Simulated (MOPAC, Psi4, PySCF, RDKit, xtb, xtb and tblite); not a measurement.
Two geometries of SMILES O=C(O)c1ccccc1, relaxed at GFN2-xTB with one dihedral held; other torsions can differ between them too.

Structure A

```
15

O     -2.6694    -1.2562    -0.2154
C     -2.0639    -0.2167    -0.1557
O     -2.6658     0.9736    -0.3079
C     -0.5993    -0.0987     0.0329
C      0.1325     0.8569    -0.6648
C      1.5074     0.9048    -0.5249
C      2.1545     0.0041     0.3055
C      1.4283    -0.9566     0.9916
C      0.0553    -1.0189     0.8471
H     -3.6163     0.8478    -0.4565
H     -0.3802     1.5553    -1.3083
H      2.0769     1.6446    -1.0676
H      3.2283     0.0473     0.4141
H      1.9352    -1.6618     1.6332
H     -0.5255    -1.7688     1.3625
```

Structure B

```
15

O      2.6845    -1.2212    -0.3186
C      2.0570    -0.1990    -0.2298
O      2.6439     1.0031    -0.1365
C      0.5758    -0.1107    -0.1407
C     -0.0190     0.4769     0.9698
C     -1.3975     0.4894     1.0847
C     -2.1832    -0.0828     0.0980
C     -1.5905    -0.6802    -1.0026
C     -0.2126    -0.7091    -1.1173
H      3.6097     0.9100    -0.1644
H      0.5989     0.9241     1.7338
H     -1.8595     0.9448     1.9480
H     -3.2592    -0.0679     0.1893
H     -2.2031    -1.1320    -1.7684
H      0.2605    -1.1848    -1.9631
```

### Question
Which is lower in energy at the level Psi4 1.11 with PBE0-D3(BJ)/def2-SVP // GFN2-xTB, and by how much?

### Answer
A is lower, by 2.81 kcal/mol (dihedral O1–C2–C4–C5: 140° in A, 120° in B).

E(B) − E(A) in kcal/mol at the other levels, on the same two geometries: GFN2-xTB (xtb and tblite) 1.41; MMFF94 // GFN2-xTB (RDKit) 2.06; PBE0/def2-SVP // GFN2-xTB (Psi4) 2.80; PBE/def2-SVP // GFN2-xTB (Psi4) 2.70; PBE-D3(BJ)/def2-SVP // GFN2-xTB (Psi4) 2.72; UFF // GFN2-xTB (RDKit) 2.60; PM3, restricted, heats of formation // GFN2-xTB (MOPAC) 0.19; AM1, restricted, heats of formation // GFN2-xTB (MOPAC) 1.12; GFN1-xTB // GFN2-xTB (xtb) 1.78; restricted B3LYP/6-31G*, spherical d, density fitting // GFN2-xTB (PySCF) 2.74; restricted Hartree-Fock/3-21G, density fitting // GFN2-xTB (PySCF) 4.47; restricted MP2 (frozen core)/3-21G // GFN2-xTB (PySCF) 3.72; restricted M06-2X/6-31G*, spherical d, density fitting // GFN2-xTB (PySCF) 2.87.
